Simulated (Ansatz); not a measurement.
Isolated molecules relaxed with PBE0-D4/def2-TZVP in Ansatz; ΔE leaves out vibrations. CCSD(T)/CBS is the MP2 limit (def2-TZVPP, def2-QZVPP) plus CCSD(T) − MP2 in def2-TZVPP, frozen cores. Functionals use def2-TZVPP. B3LYP here is the variant with VWN-RPA as its local correlation; programs differ in this. Each species was taken in one conformer, which may not be the lowest.

Consider the isomerisation: `C1[SiH2]C[SiH2][SiH2]1` → `[SiH3]CC1[SiH2][SiH2]1`.

| level | ΔE (kJ/mol) | difference from CCSD(T)/CBS |
| --- | --- | --- |
| PBE-D4 | 197.5 | -10.3 |
| r2SCAN-D4 | 205.3 | -2.5 |
| PBE0-D4 | 208.0 | 0.2 |
| B3LYP-D4 | 202.9 | -4.9 |
| ωB97X-V | 208.9 | 1.1 |
| ωB97M-V | 208.3 | 0.5 |
| B2PLYP | 202.7 | -5.1 |
| PBE | 194.3 | -13.5 |
| r2SCAN | 204.8 | -3.0 |
| PBE0 | 205.3 | -2.5 |
| B3LYP | 197.4 | -10.4 |
| HF/def2-TZVPP | 212.9 | 5.1 |
| MP2/def2-TZVPP | 208.8 | 1.0 |
| SCS-MP2/def2-TZVPP | 206.0 | -1.8 |
| CCSD/def2-TZVPP | 208.1 | 0.3 |
| CCSD(T)/def2-TZVPP | 205.8 | -2.0 |
| HF/def2-QZVPP | 213.0 | 5.2 |
| MP2/def2-QZVPP | 210.0 | 2.2 |
| SCS-MP2/def2-QZVPP | 207.4 | -0.4 |
| HF/CBS(def2) | 213.0 | 5.2 |
| MP2/CBS(def2) | 210.9 | 3.1 |
| CCSD/CBS(def2) | 210.1 | 2.3 |
| CCSD(T)/CBS | 207.8 | 0 |

Largest T1 diagnostic among the species: 0.013.

In def2-TZVPP, CCSD(T) changes the Hartree–Fock value by −7.1 kJ/mol (the triples alone add −2.3 kJ/mol) and MP2 by −4.0 kJ/mol. The D4 term adds +5.4 kJ/mol with B3LYP and +2.6 kJ/mol with PBE0; it sums over pairs of atoms, weighted by their polarisabilities, and B3LYP, whose exchange is more repulsive, gets the larger term.
